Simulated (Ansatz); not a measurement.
Computed with Ansatz on PBE0-D4/def2-TZVP structures; ΔE is electronic, products minus reactants. CCSD(T)/CBS adds triple-zeta CCSD(T) − MP2 to the extrapolated MP2 energy (def2 sets, frozen cores). This one scheme is used for every species. Functionals use def2-TZVPP. B3LYP here is the variant with VWN-RPA as its local correlation; programs differ in this. For Ga outer-core shells are correlated without core-valence functions, which leaves a few kJ/mol of doubt a bond. Scalar relativity is left out up to krypton. Each species was taken in one conformer, which may not be the lowest.

Consider the ligand exchange at a Ga–O bond: `[OH][Ga]([OH])[O][SiH3]` + HCl → `[OH][Ga]([Cl])[O][SiH3]` + H₂O.

`[OH][Ga]([OH])[O][SiH3]`:

Cartesian coordinates in Å:
```
O 0.894 1.922 -0.744
Ga 0.308 0.966 0.624
O 0.342 1.611 2.274
O -0.320 -0.658 0.330
Si -0.551 -1.664 -0.939
H 1.216 2.790 -0.492
H -0.002 0.997 2.926
H -1.166 -2.917 -0.428
H -1.460 -1.055 -1.948
H 0.739 -1.993 -1.603
```

HCl:

Z-matrix (Å, degrees):
```
Cl
H 1 1.279
```

`[OH][Ga]([Cl])[O][SiH3]`:

```xyz
9

O     1.580   -2.261    1.097
Ga    0.991   -1.054   -0.047
Cl    1.805   -0.962   -1.996
O    -0.277    0.070    0.448
Si   -1.112    1.315   -0.217
H     1.138   -2.207    1.949
H    -0.202    2.446   -0.545
H    -1.803    0.886   -1.462
H    -2.120    1.768    0.773
```

H₂O:

Cartesian coordinates in Å:
```
O -0.318 0.043 0.220
H 0.499 0.543 0.272
H -0.181 -0.586 -0.492
```

(1) Is it downhill or uphill in electronic energy at CCSD(T)/CBS, and by how much? (An estimate is asked.)

(2) What do these levels give: PBE-D4, B3LYP-D4, PBE0, CCSD(T)/def2-TZVPP, HF/def2-QZVPP, MP2/CBS(def2)? (Best estimate.)

Largest T1 diagnostic among the species: 0.014.

Results:

(1) Ansatz gave: Downhill: ΔE = -58.7 kJ/mol.

(2) Ansatz gave: PBE-D4 -59.0, B3LYP-D4 -58.6, PBE0 -61.8, CCSD(T)/def2-TZVPP -54.6, HF/def2-QZVPP -63.4, MP2/CBS(def2) -60.0 kJ/mol.

In def2-TZVPP, CCSD(T) changes the Hartree–Fock value by +9.6 kJ/mol (the triples alone add +0.3 kJ/mol) and MP2 by +8.2 kJ/mol. From PBE to PBE0 (25 % exact exchange), in def2-TZVPP and without D4, ΔE moves by −4.5 kJ/mol.
